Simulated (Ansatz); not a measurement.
Gas-phase electronic energies from Ansatz, PBE0-D4/def2-TZVP geometries. CBS: MP2 limit from def2 TZ/QZ plus the TZ coupled-cluster correction, frozen cores. DFT in def2-TZVPP. def2 core potentials past Kr. For I, Sn outer-core shells are correlated without core-valence functions, which leaves a few kJ/mol of doubt a bond. Each species was taken in one conformer, which may not be the lowest.

Consider the redistribution: `[SnH3][I]` + `BC(F)[SiH2]F` → `F[SiH2][CH](F)[SnH3]` + `BI`.

`[SnH3][I]`:

Z-matrix (Å, degrees):
```
Sn
I 1 2.684
H 1 1.701 2 107.0
H 1 1.701 2 107.0 3 -120.0
H 1 1.701 2 107.0 3 120.0
```

`BC(F)[SiH2]F`:

Z-matrix (Å, degrees):
```
C
F 1 1.398
Si 1 1.916 2 105.9
B 1 1.525 2 116.8 3 118.4
H 1 1.099 2 108.9 3 -110.9
F 3 1.598 1 108.1 2 -159.9
H 3 1.481 1 112.2 2 80.8
H 3 1.479 1 107.7 2 -41.9
H 4 1.196 1 117.1 2 176.4
H 4 1.193 1 121.7 2 -8.7
```

`F[SiH2][CH](F)[SnH3]`:

Z-matrix (Å, degrees):
```
Si
C 1 1.876
F 1 1.604 2 106.3
H 1 1.481 2 109.8 3 -117.5
H 1 1.483 2 113.2 3 118.1
Sn 2 2.183 1 113.6 3 49.6
F 2 1.404 1 108.2 3 170.5
H 2 1.096 1 111.5 3 -71.4
H 6 1.705 2 109.1 1 40.7
H 6 1.704 2 109.1 1 -80.0
H 6 1.704 2 107.0 1 160.2
```

`BI`:

Cartesian coordinates in Å:
```
B 0.236 0.022 -0.074
I -1.760 -0.162 0.549
H 0.860 -0.977 -0.232
H 0.664 1.117 -0.243
```

| level | ΔE (kcal/mol) |
| --- | --- |
| r2SCAN-D4 | 21.4 |
| PBE0-D4 | 21.4 |
| ωB97X-V | 21.1 |
| PBE0 | 21.9 |
| CCSD/def2-TZVPP | 18.2 |
| CCSD(T)/def2-TZVPP | 17.1 |
| HF/def2-QZVPP | 25.4 |
| HF/CBS(def2) | 25.5 |

Q: What does CCSD(T)/CBS give? (Estimate.)

A: Ansatz gave: +19.5 kcal/mol. The listed levels differ from it by 1.9, 1.9, 1.6, 2.4, -1.3, -2.4, 5.9, 6.0 kcal/mol.

Largest T1 diagnostic among the species: 0.013.

In def2-TZVPP, CCSD(T) changes the Hartree–Fock value by −8.1 kcal/mol (the triples alone add −1.2 kcal/mol) and MP2 by −7.5 kcal/mol. From PBE to PBE0 (25 % exact exchange), in def2-TZVPP and without D4, ΔE moves by +1.5 kcal/mol.
